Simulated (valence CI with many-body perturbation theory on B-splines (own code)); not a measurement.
**E1 line list for Pt⁶⁺**

Calculated by valence CI with perturbative core correlation (CI+MBPT): four valence electrons over a frozen Dirac-Fock core [Xe] 4f14, a basis of 7 s, 7 p, 8 d, 6 f, 4 g, 1 h functions for each j, with the one-electron correlation potential Σ1, the two-electron term Σ2, the three-electron term Σ3, Breit, model QED; selected CI, second order for the rest, scaled by the run's own slope (own B-spline code, finite nucleus).

No measured spectrum was set against this ion. As an estimate, terms of the open shell hold to 2 to 4 % of their energy, and close levels can change places; different configurations can be misplaced against each other by 1,000 to 8,000 cm⁻¹. The list stops below the first excitations out of the core.

Lines 201 to 250 of 600 in falling wavelength, among levels below 312470 cm⁻¹, chosen from the strongest by gf and those to the six lowest levels. Wavelengths and rates use the calculated energies, so an error of 2000 cm⁻¹ moves a line at 88.52 nm by 1.8 % and its rate by three times that or more. Electric multipoles are in the length gauge, E1 and E2 with the static RPA response of the core. Weak lines are less certain than strong ones. Lines between different terms over intervals too small for the method are left out, as are lines whose strength nearly cancels. Where a level lies close to another of its J and parity, the split of strength between their lines is uncertain. The highest levels of a list are the least certain.

Levels are named by their leading jj configuration (3d3/2^4 stands for four electrons in 3d with j = 3/2), which in mixed levels can hold well under half, so a name can repeat and another be missing. Letters in brackets count levels of one name in rising energy.

| λ vac (nm) | Upper | Lower | A (s⁻¹) | S (a.u.) |
| --- | --- | --- | --- | --- |
| 88.52 | (5d3/2 5d5/2^2 6p3/2) J=6 [b] | (5d3/2 5d5/2^2 6s) J=6 | 1.32e+09 | 5.86e+00 |
| 88.12 | (5d3/2 5d5/2^2 6p3/2) J=1 [c] | (5d3/2 5d5/2^2 6s) J=0 | 7.67e+08 | 7.77e-01 |
| 88.09 | (5d3/2 5d5/2^2 6p1/2) J=4 [b] | (5d3/2^2 5d5/2 6s) J=3 [a] | 3.32e+08 | 1.01e+00 |
| 88.07 | (5d3/2^2 5d5/2 6p3/2) J=5 | (5d3/2^2 5d5/2 6s) J=4 [b] | 1.08e+09 | 4.02e+00 |
| 88.04 | (5d3/2 5d5/2^2 6p3/2) J=4 [b] | (5d3/2 5d5/2^2 6s) J=3 [b] | 1.83e+08 | 5.55e-01 |
| 87.99 | (5d3/2 5d5/2^2 6p3/2) J=4 [d] | (5d3/2 5d5/2^2 6s) J=3 [c] | 2.13e+09 | 6.45e+00 |
| 87.98 | (5d3/2^2 5d5/2 6p3/2) J=3 [c] | (5d3/2^2 5d5/2 6s) J=2 [b] | 5.33e+08 | 1.26e+00 |
| 87.93 | (5d3/2^2 5d5/2 6p3/2) J=0 | (5d3/2^2 5d5/2 6s) J=1 [a] | 1.14e+09 | 3.82e-01 |
| 87.92 | (5d3/2^2 5d5/2 6p3/2) J=2 [f] | (5d3/2 5d5/2^2 6s) J=2 [a] | 5.16e+08 | 8.66e-01 |
| 87.82 | (5d3/2 5d5/2^2 6p1/2) J=5 [c] | (5d3/2^2 5d5/2 6s) J=5 | 3.25e+08 | 1.20e+00 |
| 87.74 | (5d3/2^2 5d5/2 6p3/2) J=3 [e] | (5d3/2^2 5d5/2 6s) J=4 [b] | 4.57e+08 | 1.07e+00 |
| 87.74 | (5d3/2 5d5/2^2 6p3/2) J=4 [d] | (5d3/2 5d5/2^2 6s) J=5 [b] | 1.78e+08 | 5.34e-01 |
| 87.72 | (5d3/2 5d5/2^2 6p1/2) J=3 [c] | (5d3/2^2 5d5/2 6s) J=3 [b] | 5.32e+08 | 1.24e+00 |
| 87.64 | (5d3/2 5d5/2^2 6p3/2) J=2 [c] | (5d3/2 5d5/2^2 6s) J=1 [b] | 3.61e+08 | 5.99e-01 |
| 87.59 | (5d3/2^2 5d5/2 6p3/2) J=1 [c] | (5d3/2^2 5d5/2 6s) J=0 | 9.42e+08 | 9.38e-01 |
| 87.44 | (5d3/2 5d5/2^2 6p3/2) J=5 [a] | (5d3/2 5d5/2^2 6s) J=4 [a] | 1.78e+09 | 6.45e+00 |
| 87.39 | (5d3/2^2 5d5/2 6p3/2) J=2 [a] | (5d3/2^2 5d5/2 6s) J=2 [a] | 8.86e+08 | 1.46e+00 |
| 87.36 | (5d5/2^3 6p1/2) J=5 | (5d3/2^2 5d5/2 6s) J=4 [b] | 1.27e+08 | 4.59e-01 |
| 87.35 | (5d3/2 5d5/2^2 6p3/2) J=3 [c] | (5d3/2 5d5/2^2 6s) J=4 [b] | 3.94e+08 | 9.08e-01 |
| 87.33 | (5d3/2^2 5d5/2 6p3/2) J=2 [c] | (5d3/2^2 5d5/2 6s) J=1 [a] | 7.44e+08 | 1.22e+00 |
| 87.23 | (5d3/2 5d5/2^2 6p3/2) J=2 [b] | (5d3/2 5d5/2^2 6s) J=1 [a] | 1.60e+09 | 2.62e+00 |
| 87.14 | (5d3/2 5d5/2^2 6p3/2) J=4 [b] | (5d3/2 5d5/2^2 6s) J=4 [a] | 4.53e+08 | 1.33e+00 |
| 87.13 | (5d3/2 5d5/2^2 6p1/2) J=4 [c] | (5d3/2^2 5d5/2 6s) J=3 [b] | 1.58e+08 | 4.65e-01 |
| 87.11 | (5d3/2^2 5d5/2 6p3/2) J=2 [e] | (5d3/2^2 5d5/2 6s) J=1 [b] | 8.67e+08 | 1.41e+00 |
| 86.96 | (5d3/2 5d5/2^2 6p3/2) J=3 [c] | (5d3/2 5d5/2^2 6s) J=2 [a] | 1.59e+09 | 3.62e+00 |
| 86.85 | (5d3/2 5d5/2^2 6p3/2) J=2 [c] | (5d3/2 5d5/2^2 6s) J=2 [b] | 5.32e+08 | 8.60e-01 |
| 86.84 | (5d3/2 5d5/2^2 6p3/2) J=5 [a] | (5d3/2 5d5/2^2 6s) J=5 [a] | 6.20e+08 | 2.21e+00 |
| 86.76 | (5d3/2 5d5/2^2 6p1/2) J=5 [b] | (5d3/2^2 5d5/2 6s) J=4 [a] | 1.67e+09 | 5.92e+00 |
| 86.63 | (5d3/2^3 6p3/2) J=3 | (5d3/2^3 6s) J=2 | 1.24e+09 | 2.77e+00 |
| 86.54 | (5d3/2 5d5/2^2 6p3/2) J=6 [a] | (5d3/2 5d5/2^2 6s) J=5 [a] | 2.91e+09 | 1.21e+01 |
| 86.51 | (5d3/2 5d5/2^2 6p3/2) J=3 [a] | (5d3/2 5d5/2^2 6s) J=3 [b] | 8.25e+08 | 1.85e+00 |
| 86.49 | (5d3/2 5d5/2^2 6p3/2) J=2 [a] | (5d3/2 5d5/2^2 6s) J=3 [b] | 1.93e+09 | 3.08e+00 |
| 86.46 | (5d3/2^2 5d5/2 6p3/2) J=6 | (5d3/2^2 5d5/2 6s) J=5 | 2.73e+09 | 1.13e+01 |
| 86.27 | (5d3/2 5d5/2^2 6p3/2) J=7 | (5d3/2 5d5/2^2 6s) J=6 | 3.06e+09 | 1.46e+01 |
| 86.22 | (5d3/2^2 5d5/2 6p3/2) J=1 [c] | (5d3/2^2 5d5/2 6s) J=1 [b] | 1.29e+09 | 1.22e+00 |
| 86.19 | (5d3/2 5d5/2^2 6p3/2) J=3 [b] | (5d3/2 5d5/2^2 6s) J=3 [b] | 1.09e+09 | 2.41e+00 |
| 86.16 | (5d3/2 5d5/2^2 6p3/2) J=1 [c] | (5d3/2 5d5/2^2 6s) J=2 [b] | 1.31e+09 | 1.24e+00 |
| 86.12 | (5d3/2 5d5/2^2 6p3/2) J=5 [b] | (5d3/2 5d5/2^2 6s) J=4 [a] | 3.63e+08 | 1.26e+00 |
| 86.04 | (5d3/2 5d5/2^2 6p3/2) J=4 [e] | (5d3/2 5d5/2^2 6s) J=3 [c] | 4.14e+08 | 1.17e+00 |
| 85.98 | (5d3/2 5d5/2^2 6p3/2) J=4 [a] | (5d3/2 5d5/2^2 6s) J=3 [a] | 5.76e+08 | 1.63e+00 |
| 85.93 | (5d3/2 5d5/2^2 6p1/2) J=3 [d] | (5d3/2^2 5d5/2 6s) J=4 [b] | 3.57e+08 | 7.82e-01 |
| 85.89 | (5d3/2^2 5d5/2 6p3/2) J=2 [b] | (5d3/2^2 5d5/2 6s) J=2 [a] | 3.18e+08 | 4.97e-01 |
| 85.84 | (5d3/2^3 6p3/2) J=2 | (5d3/2^3 6s) J=2 | 1.34e+09 | 2.09e+00 |
| 85.80 | (5d3/2 5d5/2^2 6p3/2) J=4 [e] | (5d3/2 5d5/2^2 6s) J=5 [b] | 1.10e+09 | 3.08e+00 |
| 85.80 | (5d3/2^3 6p3/2) J=0 | (5d3/2^3 6s) J=1 | 2.71e+09 | 8.43e-01 |
| 85.65 | (5d3/2 5d5/2^2 6p3/2) J=3 [a] | (5d3/2 5d5/2^2 6s) J=4 [a] | 2.52e+08 | 5.47e-01 |
| 85.60 | (5d3/2 5d5/2^2 6p3/2) J=2 [d] | (5d3/2 5d5/2^2 6s) J=1 [b] | 5.70e+08 | 8.83e-01 |
| 85.57 | (5d3/2^2 5d5/2 6p3/2) J=3 [b] | (5d3/2^2 5d5/2 6s) J=2 [a] | 2.32e+08 | 5.03e-01 |
| 85.54 | (5d3/2 5d5/2^2 6p3/2) J=5 [b] | (5d3/2 5d5/2^2 6s) J=5 [a] | 6.42e+08 | 2.18e+00 |
| 85.44 | (5d3/2 5d5/2^2 6p3/2) J=5 [c] | (5d3/2 5d5/2^2 6s) J=6 | 6.85e+08 | 2.32e+00 |
